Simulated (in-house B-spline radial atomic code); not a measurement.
Orbital energies and mean radii along the 24-electron series, configuration [Ar] 3d6. The effective charge is n√(-2ε), a non-relativistic measure. Computed with a B-spline radial code for spherical atoms: non-relativistic Hartree-Fock, average of the configuration, point nuclei.

This level leaves out relativity, spin-orbit splitting included, which matters for heavy ions.

| ion | Z | energy of 2p (Eh) | mean radius of 2p (bohr) | energy of 3s (Eh) | mean radius of 3s (bohr) | energy of 1s (Eh) | mean radius of 1s (bohr) | energy of 3p (Eh) | mean radius of 3p (bohr) | effective charge of 2p |
| --- | --- | --- | --- | --- | --- | --- | --- | --- | --- | --- |
| Cs31+ | 55 | -234.16 | 0.10037 | -84.411 | 0.29778 | -1321.76 | 0.027622 | -79.521 | 0.28653 | 43.282 |
| Ba32+ | 56 | -245.05 | 0.098408 | -88.843 | 0.29134 | -1373.33 | 0.027123 | -83.831 | 0.28008 | 44.277 |
| La33+ | 57 | ? | ? | ? | ? | ? | ? | ? | ? | ? |
| Ce34+ | 58 | -267.58 | 0.094699 | -98.043 | 0.27925 | -1479.46 | 0.026177 | -92.786 | 0.26802 | 46.267 |
| Pr35+ | 59 | -279.22 | 0.092946 | -102.81 | 0.27357 | -1534.02 | 0.025729 | -97.431 | 0.26237 | 47.263 |
| Nd36+ | 60 | -291.11 | 0.091257 | -107.69 | 0.26813 | -1589.59 | 0.025295 | -102.19 | 0.25695 | 48.258 |
| Pm37+ | 61 | -303.25 | 0.089629 | -112.68 | 0.26289 | -1646.15 | 0.024876 | -107.05 | 0.25175 | 49.254 |
| Sm38+ | 62 | ? | ? | ? | ? | ? | ? | ? | ? | ? |
| Eu39+ | 63 | -328.28 | 0.086538 | -122.99 | 0.25301 | -1762.29 | 0.024079 | -117.12 | 0.24197 | 51.247 |
| Gd40+ | 64 | -341.18 | 0.085072 | -128.31 | 0.24835 | -1821.85 | 0.023698 | -122.32 | 0.23736 | 52.244 |
| Tb41+ | 65 | -354.32 | 0.083653 | -133.75 | 0.24385 | -1882.42 | 0.02333 | -127.64 | 0.23292 | 53.24 |
| Dy42+ | 66 | ? | ? | ? | ? | ? | ? | ? | ? | ? |
| Ho43+ | 67 | -381.35 | 0.080954 | -144.95 | 0.23533 | -2006.56 | 0.022627 | -138.6 | 0.22453 | 55.234 |
| Er44+ | 68 | -395.25 | 0.079668 | -150.72 | 0.23129 | -2070.12 | 0.022291 | -144.24 | 0.22055 | 56.231 |
| Tm45+ | 69 | -409.39 | 0.078423 | -156.6 | 0.22738 | -2134.69 | 0.021965 | -150 | 0.21672 | 57.229 |

Task: Fill in the row of La33+.

Result: energy of 2p (Eh): -256.19; mean radius of 2p (bohr): 0.096518; energy of 3s (Eh): -93.387; mean radius of 3s (bohr): 0.28516; energy of 1s (Eh): -1425.89; mean radius of 1s (bohr): 0.026642; energy of 3p (Eh): -88.253; mean radius of 3p (bohr): 0.27392; effective charge of 2p: 45.272.

Task: Fill in the row of Sm38+.

Result: energy of 2p (Eh): -315.64; mean radius of 2p (bohr): 0.088056; energy of 3s (Eh): -117.78; mean radius of 3s (bohr): 0.25786; energy of 1s (Eh): -1703.72; mean radius of 1s (bohr): 0.024471; energy of 3p (Eh): -112.03; mean radius of 3p (bohr): 0.24677; effective charge of 2p: 50.251.

Task: Fill in the row of Dy42+.

Result: energy of 2p (Eh): -367.71; mean radius of 2p (bohr): 0.082282; energy of 3s (Eh): -139.3; mean radius of 3s (bohr): 0.23951; energy of 1s (Eh): -1943.99; mean radius of 1s (bohr): 0.022973; energy of 3p (Eh): -133.06; mean radius of 3p (bohr): 0.22865; effective charge of 2p: 54.237.

Task: How does the screening of 2p change?

Result: Z less the effective charge goes from 11.72 at Z = 55 to 11.77 at Z = 69.
